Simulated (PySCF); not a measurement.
A structure optimised at PBE-D3(BJ)/def2-SVP, used in a PySCF frequency run:

```
C
N 1 1.3429
H 2 1.0233 1 125.40
H 2 1.0248 3 117.02 1 180.00
N 1 1.5512 2 110.57 3 0.00
H 5 1.0398 1 105.73 2 180.00
H 5 1.0412 6 108.21 1 -121.36
H 5 1.0412 6 108.21 7 -117.28
S 1 1.6219 2 131.72 3 180.00
```
Charge +1, spin multiplicity 1.

Task: Write its SMILES, formula and point group.

Result: NC([NH3+])=S, CH₅N₂S, Cs

Task: What are its rotational constants (standard atomic weights)?

Result: 9.2791, 4.8359, 3.2376 GHz
